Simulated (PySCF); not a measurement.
C3H7O (SMILES CC(C)[O-]), charge -1, singlet, geometry from GFN2-xTB, with bond 1-2 at 1.8 times its length; PySCF with CASSCF(6,5)/6-31G*.

The PySCF input:
```python
from pyscf import gto, scf, mcscf
import numpy

mol = gto.M(
    atom='''
O     0.14944418    2.41539093   -0.40932943
C     0.01343825    0.20025079    0.32899196
H     0.01001676    0.09169714    1.48797866
C    -1.29684950   -0.56613889   -0.11540926
C     1.21578017   -0.72282944   -0.12266765
H    -1.33010427   -0.62689202   -1.20297656
H     1.23496983   -0.78685306   -1.21038645
H    -2.16956349   -0.00875399    0.22242518
H     2.15291093   -0.27830859    0.20993858
H    -1.33652727   -1.57585545    0.30207714
H     1.13210721   -1.72980240    0.29494585
''',
    basis='6-31g*',
    charge=-1,
    verbose=4,
)

mf = scf.RHF(mol)
mf.kernel()
mc = mcscf.CASSCF(mf, 5, 6)
mc.fix_spin_(ss=0.0)
mc.kernel()
occ = numpy.linalg.eigvalsh(mc.fcisolver.make_rdm1(mc.ci, mc.ncas, mc.nelecas))[::-1]
ss = mc.fcisolver.spin_square(mc.ci, mc.ncas, mc.nelecas)[0]
print('natural occupations', occ.round(4), ' <S^2>', round(ss, 4))
```

Task: Write the output that PySCF gives for this input, abridged.

Result: 
```
PySCF version 2.14.0

[INPUT] verbose = 4
[INPUT] num. atoms = 11
[INPUT] num. electrons = 34
[INPUT] charge = -1
[INPUT] spin (= nelec alpha-beta = 2S) = 0
[INPUT] symmetry False subgroup None
[INPUT] Mole.unit = angstrom
[INPUT] Symbol           X                Y                Z      unit          X                Y                Z       unit  Magmom
[...]
nuclear repulsion = 108.702974489867
number of shells = 38
number of NR pGTOs = 136
number of NR cGTOs = 70
basis = 6-31g*
ecp = {}

******** <class 'pyscf.scf.hf.RHF'> ********
method = RHF
initial guess = minao
damping factor = 0
level_shift factor = 0
DIIS = <class 'pyscf.scf.diis.CDIIS'>
diis_start_cycle = 1
diis_space = 8
diis_damp = 0
SCF conv_tol = 1e-09
SCF conv_tol_grad = None
SCF max_cycles = 50
direct_scf = True
direct_scf_tol = 1e-13
Set gradient conv threshold to 3.16228e-05
Initial guess from minao.
init E= -191.881644450736
[...]
cycle= 1 E= -191.746013862003  delta_E= 0.136  |g|=  1.2  |ddm|= 2.48
[...]
cycle= 2 E= -186.863082871159  delta_E= 4.88  |g|= 3.33  |ddm|= 21.1
[...]
cycle= 3 E= -192.185493974727  delta_E= -5.32  |g|= 0.317  |ddm|= 20.9
[...]
cycle= 4 E= -192.262829058029  delta_E= -0.0773  |g|= 0.137  |ddm|= 0.515
[...]
cycle= 5 E= -192.28111668556  delta_E= -0.0183  |g|= 0.131  |ddm|= 0.35
[...]
cycle= 6 E= -192.287793172917  delta_E= -0.00668  |g|= 0.0693  |ddm|= 0.245
[...]
cycle= 7 E= -192.289152998696  delta_E= -0.00136  |g|= 0.00861  |ddm|= 0.129
[...]
cycle= 8 E= -192.289180691506  delta_E= -2.77e-05  |g|= 0.00398  |ddm|= 0.0155
[...]
cycle= 9 E= -192.28918667107  delta_E= -5.98e-06  |g|= 0.000727  |ddm|= 0.0087
[...]
cycle= 10 E= -192.28918684304  delta_E= -1.72e-07  |g|= 0.00015  |ddm|= 0.00129
[...]
cycle= 11 E= -192.289186857593  delta_E= -1.46e-08  |g|= 5.73e-05  |ddm|= 0.00061
[...]
cycle= 12 E= -192.289186860249  delta_E= -2.66e-09  |g|= 2.38e-05  |ddm|= 0.000214
[...]
cycle= 13 E= -192.289186861258  delta_E= -1.01e-09  |g|= 1.93e-05  |ddm|= 7.2e-05
[...]
cycle= 14 E= -192.289186862669  delta_E= -1.41e-09  |g|= 1.34e-05  |ddm|= 0.000107
[...]
cycle= 15 E= -192.289186863815  delta_E= -1.15e-09  |g|= 5.06e-06  |ddm|= 0.00016
[...]
cycle= 16 E= -192.289186863936  delta_E= -1.2e-10  |g|= 1.6e-06  |ddm|= 6.09e-05
[...]
Extra cycle  E= -192.289186863936  delta_E= -1.14e-13  |g|= 9e-07  |ddm|= 3.52e-06
converged SCF energy = -192.289186863936

******** <class 'pyscf.mcscf.mc1step.CASSCF'> ********
CAS (3e+3e, 5o), ncore = 14, nvir = 51
max_cycle_macro = 50
max_cycle_micro = 4
conv_tol = 1e-07
conv_tol_grad = None
orbital rotation max_stepsize = 0.02
orbital rotation threshold for CI restart = 0.01
augmented hessian ah_max_cycle = 30
augmented hessian ah_conv_tol = 1e-12
augmented hessian ah_linear dependence = 1e-14
augmented hessian ah_level shift = 1e-08
augmented hessian ah_start_tol = 2.5
augmented hessian ah_start_cycle = 3
augmented hessian ah_grad_trust_region = 3
kf_trust_region = 3
kf_interval = 4
ci_response_space = 4
ci_grad_trust_region = 3
with_dep4 0
natorb = False
canonicalization = True
sorting_mo_energy = False
ao2mo_level = 2
internal_rotation = False
******** <class 'pyscf.fci.addons.SpinPenaltyFCISolver'> ********
max. cycles = 50
conv_tol = 1e-08
davidson only = True
linear dependence = 1e-12
level shift = 0.001
max iter space = 12
nroots = 1
pspace_size = 400
spin = None
CASCI E = -192.327306886845  S^2 = 0.0000000
Set conv_tol_grad to 0.000316228
macro iter   1 ( 21 JK    4 micro), CASSCF E = -192.356603335983  dE = -2.92964491e-02  S^2 = 0.0000000
               |grad[o]|=0.128  |grad[c]|=0.0366  |ddm|=0.144  |maxRot[o]|=0.267
macro iter   2 ( 21 JK    4 micro), CASSCF E = -192.364371711279  dE = -7.76837530e-03  S^2 = 0.0000000
               |grad[o]|=0.0643  |grad[c]|=0.0133  |ddm|=0.0268  |maxRot[o]|=0.313
macro iter   3 ( 21 JK    4 micro), CASSCF E = -192.371284977236  dE = -6.91326596e-03  S^2 = 0.0000000
               |grad[o]|=0.0435  |grad[c]|=0.0101  |ddm|=0.0125  |maxRot[o]|=0.313
[...]
               |grad[o]|=0.00218  |grad[c]|=0.00284  |ddm|=0.000485  |maxRot[o]|=0.00451
macro iter  33 ( 21 JK    4 micro), CASSCF E = -192.374105797513  dE =  1.18276120e-07  S^2 = 0.0000000
               |grad[o]|=0.00213  |grad[c]|=0.00371  |ddm|=0.000618  |maxRot[o]|=0.00529
macro iter  34 ( 21 JK    4 micro), CASSCF E = -192.374135444226  dE = -2.96467132e-05  S^2 = 0.0000000
               |grad[o]|=0.0022  |grad[c]|=0.000702  |ddm|=0.000328  |maxRot[o]|=0.0413
macro iter  35 ( 21 JK    4 micro), CASSCF E = -192.374136225124  dE = -7.80898006e-07  S^2 = 0.0000000
               |grad[o]|=0.00143  |grad[c]|=0.00155  |ddm|=0.00034  |maxRot[o]|=0.00133
macro iter  36 ( 21 JK    4 micro), CASSCF E = -192.374136162134  dE =  6.29898125e-08  S^2 = 0.0000000
               |grad[o]|=0.00145  |grad[c]|=0.00273  |ddm|=0.000426  |maxRot[o]|=0.00255
macro iter  37 ( 25 JK    4 micro), CASSCF E = -192.374152225369  dE = -1.60632347e-05  S^2 = 0.0000000
               |grad[o]|=0.00148  |grad[c]|=0.000638  |ddm|=0.000107  |maxRot[o]|=0.0428
macro iter  38 ( 21 JK    4 micro), CASSCF E = -192.374152860733  dE = -6.35364501e-07  S^2 = 0.0000000
               |grad[o]|=0.00147  |grad[c]|=0.00137  |ddm|=0.000235  |maxRot[o]|=0.000982
macro iter  39 ( 21 JK    4 micro), CASSCF E = -192.374153044390  dE = -1.83656283e-07  S^2 = 0.0000000
               |grad[o]|=0.00144  |grad[c]|=0.0026  |ddm|=0.000443  |maxRot[o]|=0.00143
macro iter  40 ( 21 JK    4 micro), CASSCF E = -192.374152123906  dE =  9.20483444e-07  S^2 = 0.0000000
               |grad[o]|=0.00146  |grad[c]|=0.00365  |ddm|=0.000558  |maxRot[o]|=0.00287
macro iter  41 ( 21 JK    4 micro), CASSCF E = -192.374170825553  dE = -1.87016472e-05  S^2 = 0.0000000
               |grad[o]|=0.0016  |grad[c]|=0.000579  |ddm|=0.00012  |maxRot[o]|=0.0396
macro iter  42 ( 21 JK    4 micro), CASSCF E = -192.374171529676  dE = -7.04122783e-07  S^2 = 0.0000000
               |grad[o]|=0.00159  |grad[c]|=0.00158  |ddm|=0.000286  |maxRot[o]|=0.00111
macro iter  43 ( 21 JK    4 micro), CASSCF E = -192.374171633292  dE = -1.03615548e-07  S^2 = 0.0000000
               |grad[o]|=0.00155  |grad[c]|=0.00285  |ddm|=0.000459  |maxRot[o]|=0.000861
macro iter  44 ( 21 JK    4 micro), CASSCF E = -192.374170730926  dE =  9.02365969e-07  S^2 = 0.0000000
               |grad[o]|=0.00157  |grad[c]|=0.0039  |ddm|=0.000623  |maxRot[o]|=0.00192
macro iter  45 ( 21 JK    4 micro), CASSCF E = -192.374193547929  dE = -2.28170034e-05  S^2 = 0.0000000
               |grad[o]|=0.00172  |grad[c]|=0.000593  |ddm|=0.000162  |maxRot[o]|=0.0403
macro iter  46 ( 21 JK    4 micro), CASSCF E = -192.374194267624  dE = -7.19695095e-07  S^2 = 0.0000000
               |grad[o]|=0.0017  |grad[c]|=0.00164  |ddm|=0.000313  |maxRot[o]|=0.00115
macro iter  47 ( 21 JK    4 micro), CASSCF E = -192.374194416262  dE = -1.48638293e-07  S^2 = 0.0000000
               |grad[o]|=0.00165  |grad[c]|=0.00297  |ddm|=0.000485  |maxRot[o]|=0.000785
macro iter  48 ( 21 JK    4 micro), CASSCF E = -192.374193621780  dE =  7.94482020e-07  S^2 = 0.0000000
               |grad[o]|=0.00167  |grad[c]|=0.00405  |ddm|=0.00065  |maxRot[o]|=0.00132
macro iter  49 ( 21 JK    4 micro), CASSCF E = -192.374220334140  dE = -2.67123594e-05  S^2 = 0.0000000
               |grad[o]|=0.0018  |grad[c]|=0.000597  |ddm|=0.000174  |maxRot[o]|=0.0404
macro iter  50 ( 21 JK    4 micro), CASSCF E = -192.374221046416  dE = -7.12275693e-07  S^2 = 0.0000000
               |grad[o]|=0.00177  |grad[c]|=0.00168  |ddm|=0.000324  |maxRot[o]|=0.00115
1-step CASSCF not converged,  50 macro (1054 JK 200 micro) steps
CASSCF canonicalization
Density matrix diagonal elements [1.99738152 1.98074751 1.70661349 0.29773762 0.01751986]
CASSCF energy = -192.374221046416
CASCI E = -192.374221046416  E(CI) = -8.93156117184179  S^2 = 0.0000000
natural occupations [1.9974 1.9846 1.7335 0.2713 0.0132]  <S^2> 0.0
```

The run did not converge; its last values are not results.
